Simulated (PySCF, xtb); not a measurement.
C3H5F3, SMILES C[C@@H](F)C(F)F. One conformer was computed; it need not be the lowest.

Harmonic wavenumbers (cm⁻¹) from GFN2-xTB run with xtb at its own minimum, in rising order: 63, 189, 211, 228, 344, 453, 519, 687, 832, 936, 999, 1070, 1090, 1117, 1152, 1251, 1268, 1286, 1296, 1400, 1464, 1480, 2885, 2919, 3051, 3058, 3060.

Question: What does B3LYP-D3(BJ)/def2-SVP (PySCF) give at its own minimum? (The exact figures need the calculation; the answer reports its results.)

Answer: 83, 231, 240, 258, 365, 490, 559, 738, 852, 930, 1022, 1126, 1142, 1160, 1212, 1330, 1379, 1400, 1413, 1426, 1463, 1476, 3038, 3045, 3051, 3135, 3150. Paired by order, the mean absolute difference is 53 cm⁻¹ and the zero-point energies are 49.0 and 51.1 kcal/mol.
